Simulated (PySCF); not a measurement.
## Relaxation of singlet InF₃

Method: PBE0 in PySCF with In def2-TZVP with ECP28, F def2-TZVP; scalar-relativistic core potentials, no spin–orbit coupling; density-fitted integrals. A (50,194) grid was used.

A hand-made trigonal pyramidal start, of C3v symmetry, held to at least that symmetry:

Coordinates in bohr (charge 0 multiplicity 1):
```
In    0.0000    0.0000   -0.6059
F     3.4372    0.0000    1.2216
F    -1.7186    2.9767    1.2216
F    -1.7186   -2.9767    1.2216
```

Optimiser trace:
```tsv
step	E − E(last) (kJ/mol)	largest gradient (Eh/bohr)
0	168.77	0.10106
1	69.25	0.05111
2	23.30	0.02654
3	8.40	0.01940
4	2.35	0.01259
5	0.04	0.00139
6	0.00	0.00020
7	0.00	0.00004
```

It ends at D3h with In–F 1.919 Å (×3); F–In–F 120.0° (×3). A frequency run shows a minimum. Other isomers or separated fragments may lie lower.
